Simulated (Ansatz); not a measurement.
CH$_{3}$Zn, charge +1, singlet, at a GFN2-xTB geometry (such geometries of metal compounds can be far from the true shape); HF/def2-QZVP run with Ansatz (a quantum-chemistry and plane-wave program).

Here is a job for Ansatz.
Ansatz 0.2 input:
```yaml
crystal:
  periodic: [false, false, false]
  atoms:
    - {symbol: Zn, position_ang: [-0.34914678, -0.20143649, -0.26629558]}
    - {symbol: C, position_ang: [1.09381840, 0.63106679, 0.83425947]}
    - {symbol: H, position_ang: [1.59595133, -0.20267503, 1.33375943]}
    - {symbol: H, position_ang: [0.57940379, 1.30261333, 1.52792074]}
    - {symbol: H, position_ang: [1.73613783, 1.15675559, 0.12163043]}
basis:
  gaussian:
    orbitals: def2-QZVP.json
hamiltonian:
  xc: hf
total_charge: 1
```
The basis file holds def2-QZVP in the JSON format of the Basis Set Exchange.

What the program printed (banner, timings and long lists left out):

```
Functional definition: HF
1170 factors; their error is unknown
mean field evaluation 1: about -49440.8909 eV, gradient 5.5e1 eV
mean field evaluation 2: about -49444.7633 eV, gradient 3.6e1 eV
mean field evaluation 4: about -49447.8345 eV, gradient 2.8e0 eV
mean field evaluation 8: about -49447.8524 eV, gradient 6.0e-2 eV
mean field -49448.23257084 eV, -1817.1890297624 hartree, gradient 1.8e-5 eV, S^2 0.000000; 0 other end points of the search recorded, 0 dependent functions left out
reference -49448.23257084 eV, -1817.1890297624 hartree; 19, 19 occupied and 212, 212 virtual orbitals, 1170 factors
Total energy: -49448.23257084 eV, -1817.1890297624 hartree
```
